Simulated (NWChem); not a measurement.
Species: AlHSClF; SMILES [F][Al]([SH])[Cl]

```xyz
5

Al     0.3459     0.0368     0.0059
Cl    -0.6480     1.8643    -0.0135
F      2.0030     0.0177     0.0085
S     -0.7361    -1.8313     0.0224
H      0.4058    -2.5575     0.0315
```
Atoms are numbered in this order, from 1.

All runs use the structure optimised with PBE0/def2-SVP.

Task: Give the principal values of the shielding tensors (ppm) of Al1, Cl2, F3, S4 from KT2/pcSseg-1, GIAO (NWChem), with their diamagnetic and paramagnetic parts as GIAO splits them.

Result: 
```csv
atom,σ11,σ22,σ33,isotropic,diamagnetic,paramagnetic
Al1,373.9,390.8,498.4,421.0,798.7,-377.7
Cl2,836.2,859.3,1086.5,927.4,1150.5,-223.2
F3,209.3,257.2,389.8,285.4,470.5,-185.1
S4,673.4,722.4,863.8,753.2,1059.3,-306.0
```
